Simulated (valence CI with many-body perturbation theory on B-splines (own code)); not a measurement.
# Kr²⁹⁺: electric-dipole lines

Level of theory: valence CI with perturbative core correlation (CI+MBPT): five valence electrons over a frozen Dirac-Fock core [He], a basis of 9 s, 9 p, 8 d, 6 f, 3 g, 1 h functions for each j, with the one-electron correlation potential Σ1, the two-electron term Σ2, the three-electron term Σ3, Breit, model QED; selected CI, second order for the rest (own B-spline code, finite nucleus).

No measured spectrum was set against this ion. As an estimate, large intervals hold to a few tenths of a per cent, small ones and those within an open d or f shell to about a per cent. Among the levels kept, up to 1500 cm⁻¹ of a level comes from second order outside the variational space, and about a tenth of that is noise between levels of different J, which matters for small intervals.

Lines 151 to 200 of 287 in falling wavelength, among levels below 155.97 Ry, chosen from the strongest by gf and those to the six lowest levels. Wavelengths and rates use the calculated energies. Electric multipoles are in the length gauge, E1 and E2 with the static RPA response of the core. Weak lines are less certain than strong ones. Lines between different terms over intervals too small for the method are left out, as are lines whose strength nearly cancels. The highest levels of a list are the least certain.

Levels are named by their leading jj configuration (3d3/2^4 stands for four electrons in 3d with j = 3/2), which in mixed levels can hold well under half, so a name can repeat and another be missing. Letters in brackets count levels of one name in rising energy.

```tsv
λ vac (nm)	Upper	Lower	A (s⁻¹)	S (a.u.)
0.6609	(2s^2 2p3/2^2 3s) J=3/2	(2s^2 2p3/2^3) J=3/2	9.54e+12	5.44e-03
0.6599	(2s^2 2p3/2^2 3p3/2) J=7/2	(2s 2p1/2^2 2p3/2^2) J=5/2	1.26e+10	1.43e-05
0.6599	(2s^2 2p1/2 2p3/2 3s) J=5/2	(2s^2 2p1/2 2p3/2^2) J=5/2	3.05e+12	2.60e-03
0.6591	(2s^2 2p1/2 2p3/2 3s) J=3/2 [a]	(2s^2 2p1/2 2p3/2^2) J=3/2	2.39e+12	1.35e-03
0.6589	(2s^2 2p1/2^2 3s) J=1/2	(2s^2 2p1/2^2 2p3/2) J=3/2	7.56e+12	2.14e-03
0.6585	(2s^2 2p1/2 2p3/2 3s) J=3/2 [b]	(2s^2 2p1/2 2p3/2^2) J=5/2	6.59e+12	3.72e-03
0.6574	(2s^2 2p1/2 2p3/2 3s) J=1/2	(2s^2 2p1/2 2p3/2^2) J=3/2	8.66e+12	2.43e-03
0.6554	(2s^2 2p1/2 2p3/2 3s) J=5/2	(2s^2 2p1/2 2p3/2^2) J=3/2	1.52e+11	1.27e-04
0.6541	(2s^2 2p1/2 2p3/2 3s) J=3/2 [b]	(2s^2 2p1/2 2p3/2^2) J=3/2	1.61e+12	8.91e-04
0.6535	(2s^2 2p3/2^2 3p3/2) J=3/2 [a]	(2s 2p1/2^2 2p3/2^2) J=5/2	4.97e+11	2.74e-04
0.6534	(2s^2 2p3/2^2 3s) J=1/2	(2s^2 2p3/2^3) J=3/2	4.23e+12	1.16e-03
0.6507	(2s^2 2p1/2^2 3d3/2) J=3/2	(2s^2 2p1/2 2p3/2^2) J=1/2	1.04e+11	5.68e-05
0.6505	(2s 2p1/2^2 2p3/2 3s) J=3/2 [b]	(2s 2p1/2^2 2p3/2^2) J=5/2	5.65e+11	3.07e-04
0.6502	(2s^2 2p1/2 2p3/2 3d3/2) J=3/2 [a]	(2s^2 2p3/2^3) J=3/2	5.76e+11	3.13e-04
0.6498	(2s^2 2p3/2^2 3p3/2) J=3/2 [b]	(2s 2p1/2^2 2p3/2^2) J=5/2	2.26e+10	1.22e-05
0.6497	(2s^2 2p1/2 2p3/2 3d3/2) J=5/2 [a]	(2s^2 2p3/2^3) J=3/2	3.92e+10	3.19e-05
0.6495	(2s^2 2p1/2 2p3/2 3d3/2) J=1/2 [a]	(2s^2 2p3/2^3) J=3/2	4.15e+11	1.12e-04
0.6472	(2s 2p1/2 2p3/2^2 3s) J=5/2 [a]	(2s 2p1/2^2 2p3/2^2) J=5/2	4.90e+12	3.93e-03
0.6468	(2s^2 2p1/2 2p3/2 3d5/2) J=5/2 [a]	(2s^2 2p3/2^3) J=3/2	2.49e+11	2.00e-04
0.6466	(2s^2 2p1/2 2p3/2 3d5/2) J=3/2 [a]	(2s^2 2p3/2^3) J=3/2	1.83e+11	9.75e-05
0.6451	(2s^2 2p1/2^2 3d3/2) J=3/2	(2s^2 2p1/2 2p3/2^2) J=5/2	3.48e+10	1.84e-05
0.6450	(2s^2 2p3/2^2 3s) J=3/2	(2s^2 2p1/2 2p3/2^2) J=1/2	5.21e+10	2.76e-05
0.6441	(2s^2 2p1/2 2p3/2 3d3/2) J=5/2 [b]	(2s^2 2p3/2^3) J=3/2	1.13e+11	8.98e-05
0.6438	(2s 2p1/2 2p3/2^2 3s) J=3/2	(2s 2p1/2^2 2p3/2^2) J=5/2	8.38e+11	4.41e-04
0.6429	(2s^2 2p1/2 2p3/2 3d3/2) J=1/2 [b]	(2s^2 2p3/2^3) J=3/2	5.63e+10	1.48e-05
0.6427	(2s^2 2p1/2 2p3/2 3s) J=3/2 [a]	(2s^2 2p1/2^2 2p3/2) J=3/2	2.87e+12	1.51e-03
0.6420	(2s^2 2p1/2^2 3d5/2) J=5/2	(2s^2 2p1/2 2p3/2^2) J=5/2	2.81e+11	2.20e-04
0.6420	(2s 2p1/2 2p3/2^2 3s) J=7/2	(2s 2p1/2^2 2p3/2^2) J=5/2	7.43e+12	7.76e-03
0.6412	(2s^2 2p1/2 2p3/2 3s) J=1/2	(2s^2 2p1/2^2 2p3/2) J=3/2	1.18e+12	3.07e-04
0.6409	(2s^2 2p1/2 2p3/2 3d5/2) J=3/2 [b]	(2s^2 2p3/2^3) J=3/2	6.23e+11	3.24e-04
0.6409	(2s^2 2p1/2^2 3d3/2) J=3/2	(2s^2 2p1/2 2p3/2^2) J=3/2	9.21e+11	4.78e-04
0.6407	(2s^2 2p1/2 2p3/2 3d5/2) J=1/2	(2s^2 2p3/2^3) J=3/2	1.64e+12	4.25e-04
0.6407	(2s^2 2p3/2^2 3s) J=5/2	(2s^2 2p1/2 2p3/2^2) J=5/2	3.85e+12	2.99e-03
0.6395	(2s^2 2p3/2^2 3s) J=3/2	(2s^2 2p1/2 2p3/2^2) J=5/2	2.16e+12	1.11e-03
0.6393	(2s^2 2p1/2 2p3/2 3s) J=5/2	(2s^2 2p1/2^2 2p3/2) J=3/2	4.46e+12	3.45e-03
0.6385	(2s 2p1/2 2p3/2^2 3s) J=5/2 [b]	(2s 2p1/2^2 2p3/2^2) J=5/2	6.09e+11	4.70e-04
0.6381	(2s^2 2p1/2 2p3/2 3s) J=3/2 [b]	(2s^2 2p1/2^2 2p3/2) J=3/2	8.80e+11	4.51e-04
0.6378	(2s^2 2p1/2^2 3d5/2) J=5/2	(2s^2 2p1/2 2p3/2^2) J=3/2	5.45e+11	4.18e-04
0.6378	(2s^2 2p3/2^2 3s) J=1/2	(2s^2 2p1/2 2p3/2^2) J=1/2	6.31e+12	1.62e-03
0.6369	(2s 2p1/2^2 2p3/2 3p1/2) J=5/2	(2s^2 2p3/2^3) J=3/2	2.58e+10	1.97e-05
0.6365	(2s^2 2p3/2^2 3s) J=5/2	(2s^2 2p1/2 2p3/2^2) J=3/2	3.70e+12	2.83e-03
0.6353	(2s^2 2p3/2^2 3s) J=3/2	(2s^2 2p1/2 2p3/2^2) J=3/2	8.23e+11	4.16e-04
0.6347	(2s^2 2p1/2 2p3/2 3d3/2) J=3/2 [a]	(2s^2 2p1/2 2p3/2^2) J=1/2	2.10e+12	1.06e-03
0.6341	(2s^2 2p1/2 2p3/2 3d3/2) J=1/2 [a]	(2s^2 2p1/2 2p3/2^2) J=1/2	2.20e+12	5.53e-04
0.6314	(2s^2 2p1/2 2p3/2 3d5/2) J=3/2 [a]	(2s^2 2p1/2 2p3/2^2) J=1/2	2.45e+12	1.22e-03
0.6294	(2s^2 2p1/2 2p3/2 3d3/2) J=3/2 [a]	(2s^2 2p1/2 2p3/2^2) J=5/2	2.84e+12	1.40e-03
0.6289	(2s^2 2p1/2 2p3/2 3d3/2) J=5/2 [a]	(2s^2 2p1/2 2p3/2^2) J=5/2	8.59e+11	6.33e-04
0.6288	(2s 2p1/2^2 2p3/2 3p3/2) J=5/2	(2s^2 2p3/2^3) J=3/2	5.68e+10	4.18e-05
0.6284	(2s^2 2p1/2 2p3/2 3d3/2) J=3/2 [b]	(2s^2 2p1/2 2p3/2^2) J=1/2	1.60e+12	7.85e-04
0.6283	(2s^2 2p3/2^2 3s) J=1/2	(2s^2 2p1/2 2p3/2^2) J=3/2	5.32e+10	1.30e-05
```
